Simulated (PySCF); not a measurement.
**What settings do to a single point of [BiO2]+**

The sound run of [BiO2]+ (singlet) uses PySCF 2.14.0, RKS BP86, Bi def2-SVP with ECP60, O def2-SVP; non-relativistic Hamiltonian with scalar-relativistic core potentials where named; density fitting; no spin-orbit coupling, grid (50, 194), threshold 1e-8 Eh and 55 cycles, at the relaxed geometry:

```xyz
3

Bi    0.0000    0.0000    0.3691
O     1.9209    0.0000    0.3722
O    -1.9209    0.0000    0.3722
```

There Bi1 has a Mulliken charge of 1.41 e and the dipole about the centre of mass is 0.01 D. Each run below changes one thing and starts from free metal ions and neutral atoms unless it says otherwise; with 55 cycles, smearing, a level shift and second-order steps follow where DIIS fails, and their cycles count. Energy shifts count from the sound run.

```tsv
change	outcome	cycles	energy shift (eV)	largest force component (eV/Å)	charge on Bi1 (e)	dipole about the centre of mass (D)
charge changed by -3, spin kept, limit 89 cycles	refused	–	–	–	–	–
threshold 0.0001	converged	7	0.0000	0.00	1.42	0.01
spin (2S) set to 3, limit 79 cycles	refused	–	–	–	–	–
start from a density of up to 30 smeared cycles (not counted)	converged	8	0.0000	0.00	1.41	0.01
```

(1) How does the run with this change end: grid (99, 590)?

Forces carry noise of the integration grid, about 0.01 to 0.03 eV/Å.

## Answers

(1) outcome converged, cycles 9, energy shift (eV) 0.0028, largest force component (eV/Å) 0.00, charge on Bi1 (e) 1.41, dipole about the centre of mass (D) 0.01.
